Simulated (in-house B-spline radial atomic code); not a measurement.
Inner levels of antimony as electrons are removed. A shift is the extra binding of the orbital against the neutral atom ([Kr] 4d10 5s2 5p1/2(2) 5p3/2(1)). The density at the nucleus is averaged over the nuclear charge. Computed with a B-spline radial code for spherical atoms: Dirac-Hartree-Fock, jj configuration that fills j = l - 1/2 first, finite nuclei.

A number in brackets counts the electrons of a j subshell.

| ion | configuration | shift of 4s1/2 (eV) | shift of 3p3/2 (eV) | shift of 2s1/2 (eV) | radius of 4s1/2 (bohr) | radius of 3p3/2 (bohr) | radius of 2s1/2 (bohr) | Σ<r²> (bohr²) | change of density at nucleus (bohr⁻³) |
| --- | --- | --- | --- | --- | --- | --- | --- | --- | --- |
| Sb | [Kr] 4d10 5s2 5p1/2(2) 5p3/2(1) | 0 | 0 | 0 | 0.7933 | 0.3307 | 0.12204 | 62.315 | - |
| Sb+ | [Kr] 4d10 5s2 5p1/2(2) | 8.4417 | 8.4369 | 8.4837 | 0.79323 | 0.33071 | 0.12204 | 48.095 | 7.625 |
| Sb2+ | [Kr] 4d10 5s2 5p1/2(1) | 18.415 | 18.462 | 18.547 | 0.79307 | 0.3307 | 0.12204 | 38.058 | 15.934 |
| Sb3+ | [Kr] 4d10 5s2 | 29.55 | 29.708 | 29.854 | 0.79283 | 0.33069 | 0.12203 | 30.277 | 25.185 |
| Sb4+ | [Kr] 4d10 5s1 | 42.542 | 43.036 | 43.206 | 0.79362 | 0.33068 | 0.12204 | 24.886 | -23.424 |
| Sb5+ | [Kr] 4d10 | 56.295 | 57.229 | 57.442 | 0.79364 | 0.33066 | 0.12204 | 20.207 | -83.061 |
| Sb6+ | [Kr] 4d3/2(4) 4d5/2(5) | 77.903 | 80.93 | 81.688 | 0.78833 | 0.33053 | 0.12203 | 18.332 | -68.094 |
| Sb7+ | [Kr] 4d3/2(4) 4d5/2(4) | 100.42 | 105.94 | 107.4 | 0.78273 | 0.33037 | 0.12203 | 16.651 | -51.019 |
| Sb8+ | [Kr] 4d3/2(4) 4d5/2(3) | 123.78 | 132.2 | 134.53 | 0.7769 | 0.33017 | 0.12203 | 15.127 | -31.882 |
| Sb9+ | [Kr] 4d3/2(4) 4d5/2(2) | 147.94 | 159.65 | 163.03 | 0.7709 | 0.32994 | 0.12202 | 13.734 | -10.734 |
| Sb10+ | [Kr] 4d3/2(4) 4d5/2(1) | 172.85 | 188.25 | 192.87 | 0.76477 | 0.32968 | 0.12202 | 12.453 | 12.391 |
| Sb11+ | [Kr] 4d3/2(4) | 198.49 | 217.97 | 224.01 | 0.75855 | 0.32938 | 0.12201 | 11.269 | 37.462 |
